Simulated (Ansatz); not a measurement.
This geometry of H3OSTe (6 atoms, charge 1, multiplicity 1) is a first-order saddle point.

Computed with Ansatz, RKS B3LYP-D4/def2-SVP.

```xyz
6
Properties=species:S:1:pos:R:3
O -1.138 0.393 -0.512
S 0.945 -0.630 -0.323
Te 1.326 -1.104 1.970
H -1.746 -0.182 -1.012
H -1.070 1.218 -1.026
H 1.683 0.306 0.903
```

(1) Which two structures does it join? (They come from a converged band through this point; their orientation in space is the band's.)

(2) How far does it lie above each of them?

Results:

(1) Bonds broken: Te3–H6. Bonds formed: S2–H6.

Image 0:

```xyz
6
Properties=species:S:1:pos:R:3
O -1.194 0.359 -0.586
S 0.673 -0.804 -0.571
Te 1.298 -0.960 1.617
H -1.912 -0.180 -0.969
H -1.092 1.139 -1.165
H 2.227 0.446 1.675
```

Image 8:

```xyz
6
Properties=species:S:1:pos:R:3
O -1.064 0.464 -0.488
S 1.190 -0.637 0.017
Te 1.213 -1.672 2.066
H -1.617 -0.133 -1.019
H -1.114 1.316 -0.953
H 1.392 0.663 0.376
```

(2) 1.47 eV above the first and 1.42 eV above the second. This is the barrier of this one path; another mechanism may lie lower. The orbitals stay closed-shell, which can raise the energy where a bond breaks towards radicals; this wasn't checked here. Limits of this set-up: the dipole of an ion depends on the origin.

Time of the run: 2.3 min on 1 thread of Arm Neoverse V2, with other jobs on the host, peak memory 0.14 GiB.
